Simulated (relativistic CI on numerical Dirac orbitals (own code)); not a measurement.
## Radial parameters of Rh2+

Computed by Dirac-Coulomb-Breit CI, separate exchange-only KLI orbitals for each configuration, model QED (radiative potential, 1s self-energy scaled to tabulated hydrogen-like ionisation energies), valence Slater integrals scaled by 0.85, P86 correlation energy added to each configuration (own radial code, finite nucleus).

Slater integrals F^k, G^k are unscaled and averaged over j, outside the closed core [Kr]; ζ comes from projecting the Hamiltonian with its Breit term on Σ l·s of the shell.

- 4d7: F^2(4d,4d) = 69083, F^4(4d,4d) = 45076, ζ(4d) = 1235.8 cm⁻¹; <r>(4d) = 1.44, <r^2>(4d) = 2.467 (bohr units).
- 4d6 5s: F^2(4d,4d) = 71360, F^4(4d,4d) = 46717, ζ(4d) = 1341.3, G^2(4d,5s) = 15958 cm⁻¹; <r>(4d) = 1.399, <r^2>(4d) = 2.324, <r>(5s) = 2.615, <r^2>(5s) = 7.701 (bohr units).
- 4d6 5p: F^2(4d,4d) = 71982, F^4(4d,4d) = 47178, ζ(4d) = 1369.7, F^2(4d,5p) = 22951, G^1(4d,5p) = 9334.5, G^3(4d,5p) = 7906, ζ(5p) = 1856.1 cm⁻¹; <r>(4d) = 1.39, <r^2>(4d) = 2.287, <r>(5p) = 3.163, <r^2>(5p) = 11.29 (bohr units).

**Question.** Give the Racah parameters of the d shell in 4d7.

**Answer.** B = F²/49 − 5F⁴/441 = 899 cm⁻¹ and C = 35F⁴/441 = 3577 cm⁻¹; values fitted to spectra at such low charge are typically 15 to 30 % smaller.

In this model ζ of a weakly bound d, f or g electron outside closed shells comes out too small, for d by up to a factor of two or three and at times with the wrong sign; that of an outer p electron is too small as well.

Correlation outside the listed configurations is missing or only estimated: errors of thousands of cm⁻¹ between configurations and terms are usual at this charge. Rates and lifetimes follow the computed energies and can be off by large factors. The fine structure of a lone outer electron comes out too small, for d and f at times inverted, and misplaced configurations move strength between like terms. 9 of the 9 excited levels that our extract of the measured tables holds in this range could be paired (the sources list more); they are missed by 1538 cm⁻¹ on average and 2848 at most, and levels without a partner can miss by more. Some levels of the ground configuration have no partner and can miss by 10 % or more.

Averages of the first 10 configurations, taken without configuration mixing, which lowers the lowest level and can move excited configurations by several eV; other configurations of the list can lie among them:

```tsv
Configuration	Parity	States	Average energy above the lowest level (eV)
4d7	even	120	2.2
4d6 5s	even	420	9.5
4d6 5p	odd	1260	15.6
4d6 4f	odd	2940	26.4
4d5 5s2	even	252	19.7
4d6 5d	even	2100	22.7
4d6 6s	even	420	22.6
4d6 6p	odd	1260	24.7
4d5 5s 5p	odd	3024	25.2
4d6 6d	even	2100	27.5
```
